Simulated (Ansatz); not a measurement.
Stepwise reaction of `Cl[SiH2]S[Si](Cl)(Cl)Cl` with hydrogen, as a gas-phase model of exchange steps in deposition or etching. ΔE in kJ/mol.

Gas-phase electronic energies from Ansatz, PBE0-D4/def2-TZVP geometries. CCSD(T)/CBS adds triple-zeta CCSD(T) − MP2 to the extrapolated MP2 energy (def2 sets, frozen cores). This one scheme is used for every species. Functionals use def2-TZVPP. B3LYP here is the variant with VWN-RPA as its local correlation; programs differ in this. Each species was taken in one conformer, which may not be the lowest.

| step | reaction | PBE-D4 | B3LYP-D4 | ωB97M-V | CCSD(T)/CBS |
| --- | --- | --- | --- | --- | --- |
| 1 | `Cl[SiH2]S[Si](Cl)(Cl)Cl` + H₂ → `Cl[SiH2]S[SiH](Cl)Cl` + HCl | 76.2 | 74.3 | 75.8 | 73.7 |
| 3 | `Cl[SiH2]S[SiH2]Cl` + H₂ → `[SiH3]S[SiH2]Cl` + HCl | 79.0 | 78.7 | 78.8 | 78.3 |

(1) Give the row of step 2, `Cl[SiH2]S[SiH](Cl)Cl` + H₂ → `Cl[SiH2]S[SiH2]Cl` + HCl. (Best estimate.)

(2) By hand: ΔE of the 3 steps together at CCSD(T)/CBS.

## Answers

(1) Ansatz gave: 
| step | reaction | PBE-D4 | B3LYP-D4 | ωB97M-V | CCSD(T)/CBS |
| --- | --- | --- | --- | --- | --- |
| 2 | `Cl[SiH2]S[SiH](Cl)Cl` + H₂ → `Cl[SiH2]S[SiH2]Cl` + HCl | 78.5 | 76.9 | 76.8 | 75.5 |

(2) (73.7) + (75.5) + (78.3) = 227.5 kJ/mol, or 75.8 kJ/mol a step.

In ΔE the steps differ by no more than 4.6 kJ/mol. All are uphill at CCSD(T)/CBS. PBE-D4 differs from CCSD(T)/CBS by 0.7 to 3.0 kJ/mol a step. Isolated molecules leave out the surface, adducts and barriers. Largest T1 diagnostic: 0.011.
